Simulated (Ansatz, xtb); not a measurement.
## Ranking isomers of C4H12BNO

4 gas-phase structures of C4H12BNO, from a drawn sample of its isomers (lower ones may exist). Each was relaxed with GFN2-xTB; where two conformers were screened, the lower at r2SCAN-D4/def2-SVP is listed:

A. `CCNBOCC`, a singlet
B. `CB(N)OC(C)C`, a singlet
C. `CCCNBOC`, a singlet
D. `CC(C)COBN`, a singlet

Which do you expect lowest at r2SCAN-D4/def2-SVP, and how would the others follow?

Calculated order at r2SCAN-D4/def2-SVP: B (0.000), D (0.529), A (0.807), C (0.926) eV.

Energies above the lowest of each column, in eV; the last columns are at B3LYP/def2-SVP geometries and were run for some of them only (a dash: not run or not comparable):

```json
{"structure": "B", "GFN2-xTB": "0.144", "HF/STO-3G": "0.000", "r2SCAN-D4/def2-SVP": "0.000", "B3LYP/def2-SVP": "0.000", "CCSD(T)/def2-SVP + ΔMP2/def2-TZVPP": "0.000"}
{"structure": "D", "GFN2-xTB": "0.000", "HF/STO-3G": "0.407", "r2SCAN-D4/def2-SVP": "0.529", "B3LYP/def2-SVP": "0.472", "CCSD(T)/def2-SVP + ΔMP2/def2-TZVPP": "0.495"}
{"structure": "A", "GFN2-xTB": "0.023", "HF/STO-3G": "0.430", "r2SCAN-D4/def2-SVP": "0.807", "B3LYP/def2-SVP": "0.647", "CCSD(T)/def2-SVP + ΔMP2/def2-TZVPP": "0.845"}
{"structure": "C", "GFN2-xTB": "0.106", "HF/STO-3G": "0.539", "r2SCAN-D4/def2-SVP": "0.926", "B3LYP/def2-SVP": "–", "CCSD(T)/def2-SVP + ΔMP2/def2-TZVPP": "–"}
```

CCSD(T)/def2-SVP + ΔMP2/def2-TZVPP puts B lowest of those it was run on; GFN2-xTB picks D. Flexible structures stand in one conformer each, not always the lowest. Frequencies (GFN2-xTB) were run for A, B, D alone. ΔMP2 is the change of the MP2 energy from the smaller to the larger basis.

Over these structures GFN2-xTB departs from r2SCAN-D4/def2-SVP by 0.321 eV on average once a common shift is removed. A GFN2-xTB relaxation took about 0.28 s and the r2SCAN-D4/def2-SVP energy about 3.5 s on a shared host (Ansatz 0.2.0, xtb 6.7.1).
